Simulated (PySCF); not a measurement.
C3H7BeCl, SMILES C[CH](C)[Be][Cl], CAM-B3LYP/def2-SVP optimised geometry.

```
12

Be     0.79    -0.02     0.00
Cl     2.60    -0.02     0.00
C     -0.89    -0.03     0.02
C     -1.49    -1.13    -0.87
C     -1.50     1.34    -0.32
H     -1.16    -0.26     1.06
H     -2.59    -1.16    -0.79
H     -1.26    -0.97    -1.93
H     -1.13    -2.14    -0.60
H     -1.14     2.14     0.35
H     -2.60     1.32    -0.24
H     -1.26     1.65    -1.35
```

Density from CAM-B3LYP/def2-TZVP (PySCF 2.14.0) at that geometry.

Minimum of the electron density along straight lines between bonded atoms, close to the bond critical point (lines longer than 1.1 times the sum of covalent radii, or with two minima, are not listed):

```csv
bond,length / Å,ρ at the minimum / e bohr⁻³,∇²ρ there / e bohr⁻⁵,position (fraction from the first atom)
Be1–Cl2,1.812,0.087,0.42,0.31
Be1–C3,1.678,0.106,0.33,0.33
C3–C4,1.537,0.238,-0.57,0.49
C3–C5,1.537,0.238,-0.57,0.49
C3–H6,1.109,0.264,-0.85,0.63
C4–H7,1.104,0.271,-0.91,0.64
C4–H8,1.103,0.272,-0.91,0.64
C4–H9,1.102,0.272,-0.92,0.64
C5–H10,1.102,0.272,-0.92,0.64
C5–H11,1.104,0.271,-0.91,0.64
C5–H12,1.103,0.272,-0.91,0.64
```
